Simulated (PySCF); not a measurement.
Spinor energies of Si⁺ (silicon, charge +1)

Start: [Ne] 3s1 3p1 4s1; 3s1/2 filled at m_j = +1/2; 3p3/2 filled at m_j = +3/2; 4s1/2 filled at m_j = +1/2. Calculated with PySCF 2.14 in x2c-TZVPall-2c with one added diffuse shell each of s, p type (6s7p2d1f, 44 functions): generalised Hartree-Fock with the X2C-1e Hamiltonian and a Gaussian nucleus; one run each with spin-orbit coupling (SO) switched off, then screened by Boettger's factors. This is a chosen level, not necessarily the ground level.

```csv
spinor shell,electrons,"ε, spin-free (eV)","ε, screened SO (eV)",weight of nominal j (screened SO),"rms radius, screened SO (bohr)"
1s1/2,2,-1893.8,-1893.8,1.000,0.129
2s1/2,2,-184.57,-184.58,1.000,0.612
2p3/2,4,-132.25,-132.03,0.928,0.597
2p1/2,2,-132.25,-132.71,0.856,0.598
3s1/2,1,-30.072,-30.074,0.999,2.08
3p3/2,1,-21.131,-21.115,1.000,2.43
4s1/2,1,-8.106,-8.107,0.999,5.55
```

| quantity | spin-free | screened SO |
| --- | --- | --- |
| E (hartree) | -288.69132 | -288.69097 |
| M_J | 5/2 | 5/2 |
| ⟨J²⟩ | 8.761 | 8.761 |
| ⟨L²⟩ | 2.011 | 2.011 |
| ⟨S²⟩ | 3.750 | 3.750 |

Each row is a mean over spinors that exchange with the open shell spreads, by up to 1.441 eV (2p3/2).

Rows whose weight is well below 1 are mixtures of j = l ± 1/2: exchange outweighs spin-orbit coupling there, and the label is only the starting occupation.

Without spin-orbit coupling the j labels of p, d and f shells carry no meaning; the spin-free column gives the mean over the occupied spinors of each nl shell.
